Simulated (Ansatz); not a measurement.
Isolated molecules relaxed with PBE0-D4/def2-TZVP in Ansatz; ΔE leaves out vibrations. CCSD(T)/CBS is the MP2 limit (def2-TZVPP, def2-QZVPP) plus CCSD(T) − MP2 in def2-TZVPP, frozen cores. This one scheme is used for every species. DFT in def2-TZVPP. B3LYP here is the variant with VWN-RPA as its local correlation; programs differ in this. HSE06 is defined as in plane-wave codes. For Ga, Se outer-core shells are correlated without core-valence functions, which leaves a few kJ/mol of doubt a bond. Scalar relativity is left out up to krypton. One conformer a species, not always the lowest.

`[F][Ga]([SH])[SeH]` + H–F → `[F][Ga]([F])[SeH]` + H₂S  (ligand exchange at a Ga–S bond)

`[F][Ga]([SH])[SeH]`:

Cartesian coordinates in Å:
```
F 0.464 -0.782 -1.946
Ga 0.222 -0.150 -0.330
S -1.840 0.303 0.229
Se 2.121 0.103 0.948
H -2.294 -0.092 -0.975
H 1.327 0.617 2.074
```

H–F:

```xyz
2

F    -0.364   -0.272    0.070
H     0.364    0.272   -0.070
```

`[F][Ga]([F])[SeH]`:

```xyz
5

F     0.502   -1.886   -1.202
Ga    0.011   -0.384   -0.478
F    -0.925    0.654   -1.515
Se    0.562    0.169    1.671
H    -0.150    1.447    1.524
```

H₂S:

Cartesian coordinates in Å:
```
S 0.331 -0.485 -0.198
H -0.032 -0.041 1.014
H -0.298 0.526 -0.816
```

Is it downhill or uphill in electronic energy at CCSD(T)/CBS, and by how much? (An estimate is asked.)

Ansatz gave: Uphill: ΔE = +17.6 kJ/mol.

What do these levels give: r2SCAN-D4, B97M-V, ωB97M-V, PBE-QIDH, revPBE, r2SCAN, B3LYP, HSE06, CAM-B3LYP, HF/def2-SVP, CCSD/def2-SVP, CCSD/CBS(def2)? (An estimate is asked.)

The calculation gave: r2SCAN-D4 9.5, B97M-V 4.0, ωB97M-V 8.6, PBE-QIDH 15.3, revPBE 9.0, r2SCAN 8.4, B3LYP 2.1, HSE06 15.3, CAM-B3LYP -1.5, HF/def2-SVP -9.0, CCSD/def2-SVP -7.3, CCSD/CBS(def2) 15.1 kJ/mol.

Largest T1 diagnostic among the species: 0.013.

The D4 term adds +7.4 kJ/mol with B3LYP and +4.1 kJ/mol with PBE0; it sums over pairs of atoms, weighted by their polarisabilities, and B3LYP, whose exchange is more repulsive, gets the larger term. In def2-TZVPP, CCSD(T) changes the Hartree–Fock value by +13.6 kJ/mol (the triples alone add +2.5 kJ/mol) and MP2 by +18.1 kJ/mol. From PBE to PBE0 (25 % exact exchange), in def2-TZVPP and without D4, ΔE moves by +3.5 kJ/mol.
